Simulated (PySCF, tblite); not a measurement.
Species: C5H9PSSi.
Atom-mapped SMILES: `[SiH3:1][C@H:2]1[CH:3]=[CH:4][P@H:5](=[S:6])[CH:7]=[CH:8]1` (hydrogens: H9, H10, H11 on Si1; H12 on C2; H13 on C3; H14 on C4; H15 on P5; H16 on C7; H17 on C8)

Cartesian coordinates in Å at the GFN2-xTB level; atoms count from 1:
```
atom  x, y, z in Å
Si1    2.0521    0.0544    0.7869
C2     0.8931    0.0660   -0.7677
C3     0.1527   -1.2139   -0.7886
C4    -1.0204   -1.4301   -0.1968
P5    -1.9492   -0.1001    0.5769
S6    -3.8673   -0.1701    0.3604
C7    -1.1335    1.3551   -0.0920
C8     0.0512    1.2795   -0.6952
H9     2.8193    1.2976    0.7544
H10    1.2079   -0.0256    1.9740
H11    2.9185   -1.1156    0.6626
H12    1.5432    0.1253   -1.6442
H13    0.6426   -2.0253   -1.3130
H14   -1.5399   -2.3761   -0.2810
H15   -1.5211   -0.1330    1.9165
H16   -1.7284    2.2594   -0.1065
H17    0.4722    2.1645   -1.1566
```

Theory: CAM-B3LYP/def2-SVPD in PySCF (dipole) on a GFN2-xTB geometry, gas phase.

Masses are those of the commonest isotopes; rigid-rotor values at the optimised geometry. The values belong to one conformer with, in the numbering `[SiH3:1][C@H:2]1[CH:3]=[CH:4][P@H:5](=[S:6])[CH:7]=[CH:8]1`, Si1–C2–C3–C4 90°, C3–C4–P5–S6 142°, C4–P5–C7–C8 -15°, Si1–C2–C8–C7 -89°.

**Question.** Give the principal moments of inertia and the rotational constants in MHz.

**Answer.** Ia = 170.19, Ib = 732.56, Ic = 775.93 u·Å²; 505379 MHz·u·Å²/I gives A = 2969, B = 689.9, C = 651.3 MHz.

**Question.** What kind of rotor is it?

**Answer.** A near-prolate asymmetric top. Ray's parameter κ = (2B − A − C)/(A − C) = -0.967; −1 is the prolate and +1 the oblate limit.

**Question.** Is it planar, by Δ = Ic − Ia − Ib?

**Answer.** Not planar: Δ = Ic − Ia − Ib = -126.82 u·Å². For a rigid frame Δ = −2 Σ m c², so Σ m c² = 63.41 u·Å² lies off the ab plane: 14.46 from hydrogen and 48.95 from heavier atoms. The atom farthest from that plane is 1.91 Å away.

**Question.** Give the other two planar moments, Paa and Pbb, and the rms extents of the mass along the axes.

**Answer.** Paa = Σ m a² = (Ib + Ic − Ia)/2 = 669.15 and Pbb = Σ m b² = (Ia + Ic − Ib)/2 = 106.78 u·Å². With the mass M = 159.99 u, the rms extents √(P/M) along a, b and c are 2.05, 0.82, 0.63 Å.

**Question.** Where do the levels up to J = 4 lie, in MHz?

**Answer.** Above 0(0,0):
J = 1: 1(0,1) 1341, 1(1,1) 3621, 1(1,0) 3659
J = 2: 2(0,2) 4023, 2(1,2) 6265, 2(1,1) 6380, 2(2,1) 13219, 2(2,0) 13220
J = 3: 3(0,3) 8045, 3(1,3) 10230, 3(1,2) 10461, 3(2,2) 17243, 3(2,1) 17245, 3(3,1) 28737, 3(3,0) 28737
J = 4: 4(0,4) 13405, 4(1,4) 15517, 4(1,3) 15902, 4(2,3) 22607, 4(2,2) 22614, 4(3,2) 34103, 4(3,1) 34103, 4(4,1) 50194, 4(4,0) 50194
The levels of one J sum to (2J + 1)J(J + 1)(A + B + C)/3.

**Question.** Which types of transition are allowed, and where do some lines up to J = 5 fall?

**Answer.** The dipole components are |μa| = 6.37 D, |μb| = 0.00 D, |μc| = 0.49 D; the mirror of this Cs structure is the ac plane, so μb vanishes by symmetry and there are no b-type lines. Intensities carry the squares of the components, which stand as 1.00 : 0.01 (a : c). Some lines, for components of 0.1 D or more:

| type | branch | J(Ka,Kc) | MHz | lower level (cm⁻¹) |
| --- | --- | --- | --- | --- |
| c | Q | 5(1,5) ← 5(0,5) | 2023 | 0.670 |
| c | Q | 4(1,4) ← 4(0,4) | 2112 | 0.447 |
| c | R | 1(1,0) ← 0(0,0) | 3659 | 0.000 |
| a | R | 4(1,4) ← 3(1,3) | 5287 | 0.341 |
| a | R | 4(3,1) ← 3(3,0) | 5366 | 0.959 |
| a | R | 5(1,5) ← 4(1,4) | 6608 | 0.518 |
| a | R | 5(2,4) ← 4(2,3) | 6705 | 0.754 |
| c | R | 5(1,4) ← 4(0,4) | 9298 | 0.447 |
| c | R | 2(2,0) ← 1(1,0) | 9560 | 0.122 |
| c | Q | 4(3,2) ← 4(2,2) | 11489 | 0.754 |
| c | R | 4(2,2) ← 3(1,2) | 12153 | 0.349 |
| c | R | 4(2,3) ← 3(1,3) | 12377 | 0.341 |
| c | R | 5(2,3) ← 4(1,3) | 13427 | 0.530 |
| c | R | 5(2,4) ← 4(1,4) | 13795 | 0.518 |
| c | R | 3(3,1) ← 2(2,1) | 15518 | 0.441 |
| c | R | 4(3,2) ← 3(2,2) | 16860 | 0.575 |
| c | R | 5(3,3) ← 4(2,3) | 18204 | 0.754 |

**Question.** Estimate the classical rotational partition function at 10 K, 100 K and 298.15 K.

**Answer.** Point group Cs, symmetry number σ = 1; q = (√π/σ)·√((kT/h)³/(ABC)), k/h = 20836.6 MHz/K: 4620 at 10 K, 146000 at 100 K, 751000 at 298.15 K.

Its GFN2-xTB frequencies are all real (lowest 54 cm⁻¹). Zero-point vibration and centrifugal distortion are left out. A rigid rotor knows nothing of internal rotation, which can split or shift real lines.
